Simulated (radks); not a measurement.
Question: All-electron atom: Ho XXXIV in [Ar] 3d10 4s2 4p4. Calculated with a radial shooting solver on a logarithmic mesh with Libxc functionals: scalar-relativistic Kohn-Sham, r2SCAN, spin-polarised, spherical densities, finite nucleus; open shells are filled with parallel spins first (spin-orbit coupling, left out, can overturn this in heavy ions); meta-GGA in the generalised Kohn-Sham scheme; Fermi nuclear charge, rms radius 5.2022 fm. Some entries of the table are withheld. Estimate them.

orbital,occ.,eigenvalue (eV),<r> (bohr)
1s up,1,-56886.26,0.02074
1s down,1,-56883.75,0.02074
2s up,1,-10625.00,0.08798
2s down,1,-10624.46,0.08798
2p up,3,-9562.073,0.07797
2p down,3,-9560.422,0.07797
3s up,1,-3345.212,0.2268
3s down,1,-3343.838,0.2268
3p up,3,-3017.796,(1)
3p down,3,-3015.934,(2)
3d up,5,-2610.817,0.2037
3d down,5,-2608.850,0.2036
4s up,1,-1519.159,0.4649
4s down,1,-1508.874,0.4652
4p up,3,-1396.656,0.4765
4p down,1,-1386.596,0.4769

Answer: 
(1) 3p up <r> (bohr): 0.2252
(2) 3p down <r> (bohr): 0.2251
